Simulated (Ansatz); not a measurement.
Start from `BO[CH2][GeH3]` and change one atom or group to get `BOCCC`.

Ansatz, PBE0-D4/def2-TZVP geometries, multiplicity 1. Each molecule was computed in one conformer, which needn't be the lowest.

Scalar relativity is left out up to krypton.

```
                                      property  `BO[CH2][GeH3]`
            HOMO energy (PBE0/def2-TZVPP) / eV            -8.32
            LUMO energy (PBE0/def2-TZVPP) / eV            -0.47
         HOMO energy (ωB97M-V/def2-TZVPP) / eV           -10.56
          HOMO–LUMO gap (PBE0/def2-TZVPP) / eV             7.85
size of the dipole moment (PBE/def2-TZVPP) / D             1.48
           HOMO–LUMO gap (PBE/def2-TZVPP) / eV             5.61
```

(1) Give the same properties after the change, and the shifts. (Best estimate.)

Answers

(1) Ansatz gave: 
```json
{"property": "HOMO energy (PBE0/def2-TZVPP) / eV", "`BOCCC`": "-8.51", "shift": "-0.19"}
{"property": "LUMO energy (PBE0/def2-TZVPP) / eV", "`BOCCC`": "-0.31", "shift": "0.16"}
{"property": "HOMO energy (ωB97M-V/def2-TZVPP) / eV", "`BOCCC`": "-10.88", "shift": "-0.32"}
{"property": "HOMO–LUMO gap (PBE0/def2-TZVPP) / eV", "`BOCCC`": "8.20", "shift": "0.35"}
{"property": "size of the dipole moment (PBE/def2-TZVPP) / D", "`BOCCC`": "1.89", "shift": "0.41"}
{"property": "HOMO–LUMO gap (PBE/def2-TZVPP) / eV", "`BOCCC`": "5.73", "shift": "0.12"}
```

With PBE0 the HOMO falls by 0.19 eV and the LUMO rises by 0.16 eV, so the gap widens by about 0.35 eV. PBE moves the HOMO by 0.05 eV and ωB97M-V by -0.32 eV. Dipoles are sizes alone; their direction can turn.
